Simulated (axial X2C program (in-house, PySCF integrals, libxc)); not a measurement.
The numbers below are computed, except where a source is named.
# CoF⁺: input and output

Program: an axial X2C code built on PySCF integrals.

Input:
```json
{"zs": [27, 9], "q": 1, "bas": ["dyall-cv3z", "dyall-av3z"], "levels": ["PBE0", "HF", "BP86"], "cc": true, "r0": 1.75, "thr": -2.0, "nmax": 90, "npts": 10, "nst": 2, "ntry": 6}
```
```bash
python so2c.py task.json out
```

Keys: zs atomic numbers; q charge; bas basis sets; levels methods; cc coupled cluster on or off; r0 starting distance in Å; thr threshold in hartree for freezing inner shells (an s shell follows its p shell); nmax most natural virtual spinors; npts points on the curve; nst determinants followed; ntry starts of the search. HF also brings MP2.

Output of the HF step, spin-free, at R = 1.689 Å for the state M_S = 3/2, Λ = 3. It starts from PBE0 orbitals of this distance.

```
spin-free X2C-1e  HF
basis functions 162  fitting functions 872  grid points 5076
iter        total energy     max residual
   1      -1491.170548416     1.30e-01
   2      -1491.216732896     1.60e-02
   3      -1491.222928007     1.62e-02
   4      -1491.224927078     5.77e-03
   5      -1491.225736817     1.95e-03
   6      -1491.225853573     1.40e-03
   7      -1491.225887077     3.49e-04
   8      -1491.225893079     1.75e-04
   9      -1491.225894267     1.01e-04
  10      -1491.225894567     4.12e-05
  11      -1491.225894600     1.34e-05
  12      -1491.225894603     2.48e-06
  13      -1491.225894604     4.56e-07
converged
one-electron -2209.37679035  Coulomb 710.70906632  exact exchange -68.69201442  xc functional 0.00000000  nuclear repulsion 76.13384384
correlated 15  virtual 249  natural virtual 90  E(MP2) -0.514637803  MP2 remainder -0.040817325
iter   CCSD correlation   residual
   1     -0.456111639   1.20e-01
   2     -0.465812023   5.77e-02
   3     -0.469533886   2.36e-02
   4     -0.470156346   1.21e-02
   5     -0.470321960   5.51e-03
   6     -0.470433567   1.75e-03
   7     -0.470448115   6.07e-04
   8     -0.470450254   2.02e-04
   9     -0.470450176   8.36e-05
  10     -0.470449314   3.42e-05
  11     -0.470449123   1.46e-05
  12     -0.470449104   7.43e-06
(T) -0.013320870  T1 0.0325  D1 0.0808  max T2 0.036
```
Energies are in hartree; totals compare only within one Hamiltonian and basis. T1 in the output is the amplitude norm over the root of the electron number; divide by √2 for the Lee–Taylor value.
